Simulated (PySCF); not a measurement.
A structure optimised at ωB97X-D3(BJ)/def2-TZVP, used in a PySCF frequency run:

```xyz
6

Ga    -0.3365    -0.0452     0.0000
H     -1.8574    -0.2957     0.0000
F      0.7471    -1.4373     0.0000
N      0.5551     1.5194     0.0000
H      1.5598     1.5720     0.0000
H      0.1187     2.4250     0.0000
```
Charge 0, spin multiplicity 1.

Task: Write its SMILES, formula and point group.

Result: [NH2][GaH][F], FGaH3N, Cs

Task: What are its rotational constants (standard atomic weights)?

Result: 17.812, 6.2928, 4.6500 GHz
